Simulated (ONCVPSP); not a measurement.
# Scattering properties, ONCV potential for Ge

```json
{
  "Element": "Ge (Z = 32)",
  "Generator": "ONCVPSP 4.0.1",
  "Type": "optimised norm-conserving Vanderbilt (ONCV)",
  "Functional": "PBE",
  "Relativity": "scalar-relativistic",
  "Frozen core": "[Ar]",
  "Valence charge": "14",
  "Reference configuration": "3d10 4s1.5 4p2.5",
  "Partial waves": "4s: rc 1.70 bohr, ncon 4, nbas 8, qcut 3.2 1/bohr, 2 projectors, debl 3.7 Ha; 4p: rc 2.35 bohr, ncon 4, nbas 9, qcut 3.4 1/bohr, 2 projectors, debl 2.3 Ha; 3d: rc 1.35 bohr, ncon 4, nbas 9, qcut 9.9 1/bohr, 1 projector",
  "Local potential": "polynomial inside 1.05 bohr (lpopt 5, dvloc0 1 Ha)",
  "Core correction": "none"
}
```

The phase is arctan(r·R′/R) of the radial function R(r), unwrapped; energies in Ha, scanned from -3 to 5 Ha. A pole is an energy at which the radial function vanishes at the test radius. The pseudo phase is shifted by a multiple of π to meet the all-electron one at the reference energy, and phase errors are pseudo minus all-electron; the curves can meet again beyond the range given. Levels narrower than the energy grid can be missing from the lists of poles.

Task: For each channel, where are the poles, and over which energies does the pseudopotential scatter like the atom?

Result:

```
channel  radius (bohr)  reference energy (Ha)  poles, all-electron  poles, pseudo  unbroken range about the reference energy with phases within 0.05 rad  phase error 1 Ha above the reference energy (rad)
      s           1.72                  -0.45                 2.18     2.15, 2.71                                                              below 2.7                                             -0.001
      p           2.38                  -0.16                 0.84     0.84, 4.33                                                              below 4.1                                             -0.001
      d           1.37                  -1.11                -0.72          -0.70                                                              below 0.3                                             +0.029
```

Note: no bound ghost flagged; GHOST(+) flagged for s at 73.3 eV, p at 128.3 eV.

Phases in the s channel:

```csv
E (Ha),all-electron,pseudo
-2.98,1.162,1.157
-2.76,1.128,1.123
-2.54,1.086,1.081
-2.32,1.034,1.029
-2.10,0.967,0.962
-1.88,0.877,0.872
-1.66,0.754,0.750
-1.44,0.582,0.577
-1.22,0.339,0.335
-1.00,0.019,0.017
-0.78,-0.334,-0.335
-0.56,-0.646,-0.646
-0.34,-0.882,-0.882
-0.12,-1.049,-1.049
0.10,-1.168,-1.169
0.32,-1.257,-1.258
0.54,-1.324,-1.325
0.76,-1.377,-1.378
0.98,-1.420,-1.421
1.20,-1.456,-1.458
1.42,-1.487,-1.489
1.64,-1.514,-1.516
1.86,-1.539,-1.541
2.08,-1.561,-1.563
2.30,-1.582,-1.585
2.52,-1.602,-1.606
2.74,-1.622,-4.755
2.96,-1.642,-4.783
3.18,-1.662,-4.803
3.40,-1.683,-4.824
3.62,-1.705,-4.846
3.84,-1.730,-4.870
4.06,-1.758,-4.897
4.28,-1.790,-4.928
4.50,-1.828,-4.964
4.72,-1.875,-5.007
4.94,-1.935,-5.062
```
